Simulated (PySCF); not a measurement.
Molecule: SMILES C#CC(=O)NCCC, C$_{6}$H$_{9}$NO.

Geometry (Å), atoms numbered from 1 in this order:
```xyz
17

C     3.826    0.330    0.034
C     2.704   -0.022   -0.204
C     1.368   -0.433   -0.591
O     1.013   -0.517   -1.747
N     0.587   -0.719    0.478
C    -0.800   -1.097    0.351
C    -1.734   -0.064    0.987
C    -1.654    1.283    0.280
H     4.806    0.633    0.262
H     0.957   -0.591    1.407
H    -1.001   -1.180   -0.719
H    -0.954   -2.077    0.818
H    -2.754   -0.447    0.938
H    -1.472    0.056    2.042
H    -0.644    1.685    0.329
H    -2.331    1.997    0.742
H    -1.924    1.177   -0.768
```

Frames of a GFN2-xTB Langevin trajectory at 300 K; GIAO PBE0/pcSseg-1 shieldings in PySCF 2.14, gas phase, non-relativistic; equivalent atoms averaged within each frame.

δ = σ(ref) − σ, references computed at the same level: 13C (σ = 186.93 ppm), 1H (σ = 31.72 ppm) vs TMS; 17O (σ = 336.08 ppm) against H2O; 15N (σ = 267.73 ppm) vs NH3. The references are static minima.

Question: How do the shifts (ppm) fluctuate along the trajectory?

Answer: 
```tsv
time (fs)	C3	C2	C1	C6	C7	C8	O4	N5	H10	H11/H12
250	156.3	86.4	83.3	38.0	21.9	1.7	413.2	143.3	4.73	3.26
425	151.4	90.1	78.8	41.8	33.8	10.4	393.1	144.9	4.45	3.38
625	159.7	86.8	83.0	45.2	30.2	8.6	461.1	154.0	4.24	4.01
800	151.2	87.6	80.6	39.8	26.8	11.2	398.2	149.6	4.11	2.91
1000	150.7	85.7	85.3	45.0	23.8	12.6	408.9	148.1	4.81	3.89
mean of frames	153.9	87.3	82.2	41.9	27.3	8.9	414.9	148.0	4.47	3.49
standard deviation	4.0	1.7	2.5	3.2	4.8	4.3	27.0	4.2	0.30	0.45
```

5 frames give an uncertainty of the mean of about the standard deviation over 2.2 at best, since frames this close in time may not be independent; classical motion lacks zero-point vibration, and the reference would need the same averaging.
